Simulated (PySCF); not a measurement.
Calculated NMR parameters of CCCO[SiH2]C#C[SiH3]

| Quantity | Value |
| --- | --- |
| Formula | C5H12OSi2 |
| SMILES | CCCO[SiH2]C#C[SiH3] |
| Point group of the computed structure | C1 |
| Degrees of unsaturation | 2 |
| Carbon signals | 5 |
| Proton signals | 5 |

Atoms are numbered as in `[CH3:1][CH2:2][CH2:3][O:4][SiH2:5][C:6]#[C:7][SiH3:8]`. Hydrogens are named by the atom that carries them.

PySCF calculation with PBE0-D3(BJ)/def2-SVP geometry and PBE0/pcSseg-1 with gauge-including orbitals; rapidly exchanging positions averaged, non-relativistic, no solvent, single conformer.

References, each an isolated molecule treated in the same way: $^{1}$H (31.27 ppm), $^{13}$C (184.41 ppm), $^{29}$Si (351.99 ppm) against TMS; $^{17}$O (334.56 ppm) vs H2O.

| carbon | δC, type | δH (multiplicity) | HMBC from (2–3 bonds) | span of the C tensor (ppm) |
| --- | --- | --- | --- | --- |
| C1 | 10.8, CH3 | 0.90 (t) | H(C3), H(C2) | 20 |
| C2 | 28.5, CH2 | 1.65 (m) | H(C3), H(C1) | 31 |
| C3 | 69.1, CH2 | 3.52 (t) | H(Si5), H(C2), H(C1) | 76 |
| C6 | 119.9, C | – | H(Si5), H(Si8) | 300 |
| C7 | 112.3, C | – | H(Si5), H(Si8) | 279 |

Other nuclei:
```json
{"atoms": "H(Si5)", "nucleus": "$^{1}$H", "environment": "hydrogen on a silicon bonded to C, O", "δ (ppm)": "4.83", "σ (ppm)": "26.43"}
{"atoms": "H(Si8)", "nucleus": "$^{1}$H", "environment": "hydrogen on a silicon bonded to C", "δ (ppm)": "4.19", "σ (ppm)": "27.08"}
{"atoms": "Si5", "nucleus": "$^{29}$Si", "environment": "silicon bonded to C, O, 2 H", "δ (ppm)": "-48.8", "σ (ppm)": "400.8"}
{"atoms": "Si8", "nucleus": "$^{29}$Si", "environment": "silicon bonded to C, 3 H", "δ (ppm)": "-96.4", "σ (ppm)": "448.4"}
{"atoms": "O4", "nucleus": "$^{17}$O", "environment": "oxygen bonded to C, Si", "δ (ppm)": "36.7", "σ (ppm)": "297.9"}
```

- Carbon types of the structure: 2 × C, 2 × CH2, 1 × CH3, leaving 5 H on heteroatoms.
- δC 119.9, 112.3: alkyne carbon.
- δC 69.1: sp3 CH2 bonded to O; pulled downfield by the heteroatom.
- δC 28.5: sp3 CH2; a saturated carbon with 2 carbon neighbours and no heteroatom attached.
- δC 10.8: methyl carbon; saturated and bonded to C and H only.
- δH 0.90: hydrogen on a methyl carbon; far from electronegative atoms and π systems.

Shifts are as computed. Against solution values, carbons near 30 ppm lie about +2 ppm off and those near 130 ppm about +5 ppm. Of 1309 compounds with measured shifts, 239 miss one by over three times the rms of a fit or turn the order of signals round; such compounds aren't used in these exercises. Experimental scales use liquid or dissolved standards, which lie at an offset from isolated H2O (liquid H2O: subtract about 36 ppm). No couplings were computed; multiplicities are counted from neighbouring protons, with m where these are inequivalent, close in shift, in a saturated or five-membered ring or joined by F or P, and br s for small geminal =CH2 splittings.
